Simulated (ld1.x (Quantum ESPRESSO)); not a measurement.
# Which change was made? (S, ultrasoft)

- Element: S (Z = 16)
- Generator: ld1.x (Quantum ESPRESSO) 7.5
- Type: ultrasoft
- Functional: LDA (PZ)
- Relativity: scalar-relativistic
- Frozen core: [Ne]
- Valence charge: 6
- Reference configuration: 3s2 3p4
- Partial waves: 3s (bound): rcut 1.15, rcutus 1.60 bohr; 3s channel at 2.15 Ry: rcut 1.15, rcutus 1.60 bohr; 3p (bound): rcut 1.45, rcutus 1.55 bohr; 3p channel at 0.85 Ry: rcut 1.45, rcutus 1.55 bohr; 3d channel at 0.15 Ry: rcut 0.95, rcutus 1.35 bohr; 3d channel at 2 Ry: rcut 0.95, rcutus 1.35 bohr
- Local potential: all-electron potential smoothed inside 1.25 bohr (lloc = -1)
- Core correction: none
- Augmentation charge: built from norm-conserving waves at rcut, not smoothed further

Cutoffs, loose and tight: the cutoffs (Ry, on a coarse ladder) from which the occupation-weighted sum of valence levels, in a spherical-Bessel basis at the reference potential, stays within 10 and 1 mRy of its value at 400 Ry. They do not see the model core or the augmentation charge, which bear on the density cutoff. Test errors are all-electron minus pseudo excitation energies from the reference, over the configurations 3s2 3p3; 3s2 3p2; 3s2 3p1; 3s2 3p0; 3s1 3p4; 3s2 3p4.3; 3s2 3p3.5 (two spin-polarised tests are not counted in the largest error); variants that change the core or the reference have their own tests.

The base gives: outcome: generated; cutoff, loose: 18 Ry; cutoff, tight: 30 Ry; bound ghosts: none; largest test error (meV): +333.

(1) After one change the result is: outcome: generated; cutoff, loose: 18 Ry; cutoff, tight: 30 Ry; bound ghosts: none; largest test error (meV): +160. Which change was it?
A. functional PBE
B. augmentation PSQ, radius 1.00 bohr
C. type TM; waves now 3p (bound): rc 1.55 bohr; 3d channel at 0.15 Ry: rc 1.35 bohr; 3s (bound): rc 1.60 bohr; local potential the s channel
D. core [He], valence charge 14; reference 2s2 2p6 3s2 3p3.5; waves now 2s (bound): rcut 0.65, rcutus 0.70 bohr; 3s (bound): rcut 0.65, rcutus 0.70 bohr; 2p (bound): rcut 0.70, rcutus 0.75 bohr; 3p (bound): rcut 0.70, rcutus 0.75 bohr; 3d channel at 0.15 Ry: rcut 0.45, rcutus 0.65 bohr; local potential all-electron potential smoothed inside 0.55 bohr (lloc = -2); core correction Bessel-smoothed model core, default radius (core density twice the valence density)

## Answers

(1) A. The others give: core [He], valence charge 14; reference 2s2 2p6 3s2 3p3.5; waves now 2s (bound): rcut 0.65, rcutus 0.70 bohr; 3s (bound): rcut 0.65, rcutus 0.70 bohr; 2p (bound): rcut 0.70, rcutus 0.75 bohr; 3p (bound): rcut 0.70, rcutus 0.75 bohr; 3d channel at 0.15 Ry: rcut 0.45, rcutus 0.65 bohr; local potential all-electron potential smoothed inside 0.55 bohr (lloc = -2); core correction Bessel-smoothed model core, default radius (core density twice the valence density) → outcome: generated, misses its reference levels by 10.81 eV; bound ghosts: not determined; largest test error (meV): test run stopped at test 1 of 9 (negative rho) | augmentation PSQ, radius 1.00 bohr → outcome: generated; cutoff, loose: 18 Ry; cutoff, tight: 30 Ry; bound ghosts: none; largest test error (meV): +212 | type TM; waves now 3p (bound): rc 1.55 bohr; 3d channel at 0.15 Ry: rc 1.35 bohr; 3s (bound): rc 1.60 bohr; local potential the s channel → outcome: generated; cutoff, loose: 35 Ry; cutoff, tight: 55 Ry; bound ghosts: none; largest test error (meV): +393.
